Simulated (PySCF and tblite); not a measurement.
Values are calculated unless marked as measured or tabulated.
C6H9FO, numbered as in [CH:1]#[C:2][C@H:3]([F:4])[C@H:5]([CH3:6])[O:7][CH3:8].

Level: TPSS-D3(BJ)/6-311G**//PBE0-D3(BJ)/def2-SVP, thermal terms from GFN2-xTB, symmetry numbers and mirror pairs counted. Conformers within 2.5 kcal/mol (GFN2-xTB free energy) were kept, 4 at most. GIAO shieldings: wB97X-D/pcSseg-1. Shifts are against TMS (¹H), TMS (¹³C), CFCl3 (¹⁹F) at the same level. Run with PySCF (density fitting) and tblite.

(1) Predict the averaged NMR shifts at 298.15 K.

(2) How do the conformers differ?

(3) Which signal moves most, for its nucleus, between 250 and 350 K through the change of populations alone?

Unscaled ¹⁹F shifts at such levels can be off by tens of ppm; differences between conformers or isomers are more reliable. Shifts are unscaled: against experiment ¹³C can be off by 15 ppm or more and ¹H by 0.8 ppm. For its torsions the set is small; conformers may be missing.

Answers

(1) ¹H: 4.81 (H3, 1H), 3.46 (H8, 3H), 3.04 (H5, 1H), 2.60 (H1, 1H), 1.19 (H6, 3H) ppm. ¹³C: 88.7 (C3), 86.0 (C1), 82.4 (C2), 80.3 (C5), 60.3 (C8), 18.1 (C6) ppm. ¹⁹F: -201.2 (F4) ppm.

(2) Torsions listed: F4–C3–C5–O7, C3–C5–O7–C8.
| conformer | shape | weight % |
| --- | --- | --- |
| 1 | 61°, -87° | 67.9 |
| 2 | 178°, -73° | 14.8 |
| 3 | 62°, -150° | 9.9 |
| 4 | 171°, -169° | 7.4 |

```json
{"signal": "H1", "1": "2.63", "2": "2.55", "3": "2.57", "4": "2.46", "average": "2.60"}
{"signal": "H3", "1": "4.72", "2": "5.30", "3": "4.57", "4": "4.95", "average": "4.81"}
{"signal": "H5", "1": "3.02", "2": "3.12", "3": "2.94", "4": "3.23", "average": "3.04"}
{"signal": "H6", "1": "1.16", "2": "1.29", "3": "1.13", "4": "1.27", "average": "1.19"}
{"signal": "H8", "1": "3.53", "2": "3.30", "3": "3.34", "4": "3.28", "average": "3.46"}
{"signal": "C1", "1": "86.1", "2": "86.2", "3": "85.6", "4": "85.0", "average": "86.0"}
{"signal": "C2", "1": "82.6", "2": "81.5", "3": "83.1", "4": "82.2", "average": "82.4"}
{"signal": "C3", "1": "91.4", "2": "80.5", "3": "85.9", "4": "84.6", "average": "88.7"}
{"signal": "C5", "1": "81.1", "2": "78.2", "3": "80.9", "4": "77.0", "average": "80.3"}
{"signal": "C6", "1": "19.5", "2": "16.5", "3": "14.7", "4": "12.4", "average": "18.1"}
{"signal": "C8", "1": "61.7", "2": "57.4", "3": "57.8", "4": "56.1", "average": "60.3"}
{"signal": "F4", "1": "-198.5", "2": "-213.0", "3": "-199.5", "4": "-205.1", "average": "-201.2"}
```

(3) C3: 89.3 ppm at 250 K, 88.7 ppm at 298.15 K, 88.2 ppm at 350 K.
